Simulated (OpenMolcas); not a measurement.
# Cr4+: from CASSCF to CASPT2

| Property | Result |
| --- | --- |
| Program | OpenMolcas |
| Basis | ANO-RCC-VQZP [7s6p4d3f2g1h] |
| Scalar Hamiltonian | DKH2, point nucleus |
| Active space | 2 electrons in 10 orbitals (3d 4d) |
| State averaging | 2S+1 = 3 even, 10 roots; 2S+1 = 1 even, 15 roots |
| Spin-orbit coupling | RASSI with atomic mean-field integrals over the reference wave functions, term energies averaged over their components |

Methods on the same reference wave functions:
A. CASSCF
B. SS-CASPT2, IPEA 0.25 Eh, imaginary shift 0.1 Eh (closed shells correlated: 3s 3p)

Energies in cm⁻¹ above 3d² ³F₂, the measured ground level; measured values from Sugar and Corliss, J. Phys. Chem. Ref. Data 6, 317 (1977).

| Level | A | B | Measured |
| --- | --- | --- | --- |
| 3d² ³F₂ | 0.0 | 0.0 | 0.0 |
| 3d² ³F₃ | 505 | 508 | 508 |
| 3d² ³F₄ | 1152 | 1155 | 1142 |
| 3d² ¹D₂ | 16103 | 12920 | 13188 |
| 3d² ³P₀ | 18918 | 16110 | 15492 |
| 3d² ³P₁ | 19093 | 16290 | 15677 |
| 3d² ³P₂ | 19478 | 16670 | 16041 |
| 3d² ¹G₄ | 24697 | 22190 | 22019 |
| 3d² ¹S₀ | 59084 | 51900 | 51146 |

Deviations, from unrounded energies. A percentage is the sum of absolute deviations over the sum of measured energies, with the sign that they share, or ± where signs differ.

| Against measurement | Levels | A | B |
| --- | --- | --- | --- |
| mean absolute deviation (cm-1) | 8 | 3000 | 380 |
| fine structure of the ground term (%) | 2 | ±0.8 | +0.8 |
| other terms of the ground configuration (%) | 6 | +17.8 | ±2.3 |

B lies closest to measurement on these levels. The largest miss of B in the table is 3d² ¹S₀, by +760 cm-1. The ranking rests on the paired levels alone, and a cruder setting can come out closer through cancelling errors.

From A to B the spin-free energies of the other terms of 3d² shown, above ³F, scale by factors of 0.79 to 0.90, as is usual when dynamic correlation screens the repulsion within a d or f shell.

The lowest spin-free term lies below A's lowest term by 0.339 hartree in B.

Term energies are means over components that CASPT2 splits; among the terms shown or strongly mixed into the levels shown the widest spread is 930 cm-1 (3d² ³F, B). Active for correlation alone: 4d; no level in the range computed is led by a configuration that fills it, so any true level of that kind is missing. Without dynamic correlation excited terms often stand tens of per cent too high (terms of higher spin than the ground term too low), and those without a measured partner can miss by more than the paired ones (holds for A). Measured partners are found by configuration, term and J. A level has none where our copy of the source lacks it or the pairing is in doubt (some pairs that miss far off the trend of their configuration count as doubtful), and it then counts in no deviation. Levels of configurations outside the active space are missing.
